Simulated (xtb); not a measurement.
anisole (C7H8O), SMILES c1(OC)ccccc1. All values are semi-empirical tight-binding results from xtb (GFN2-xTB unless named), good for trends rather than for accurate numbers. Geometry: GFN2-xTB. The values are those of a single conformer.

Computed properties:
- point group as xtb finds it = Cs
- orbital gap = 4.27 eV
- dipole moment = 1.41 D
- zero-point energy = 80.9 kcal/mol
- G − E(el) at 298.15 K (modified RRHO) = 61.3 kcal/mol
- static polarisability (D4 model) = 84.3 bohr³
- solvation energy, GFN2-xTB/ALPB(water) = -1.5 kcal/mol
- solvation energy, GFN2-xTB/ALPB(hexane) = -5.5 kcal/mol

Computed IR lines (harmonic; lines under 4 % of the strongest left out, lines within 3 cm⁻¹ merged):
ν (cm⁻¹): 757 (m), 793 (m), 1064 (m), 1194 (m), 1249 (vs), 1284 (w), 1332 (w), 1473 (s), 1589 (w), 1605 (m), 2928 (m), 2942 (m), 3025 (w), 3076 (w), 3081 (w), 3094 (m), 3101 (m), 3107 (w) (against the strongest line: vs over 80 %, s over 45 %, m over 15 %, w over 4 %, vw less)
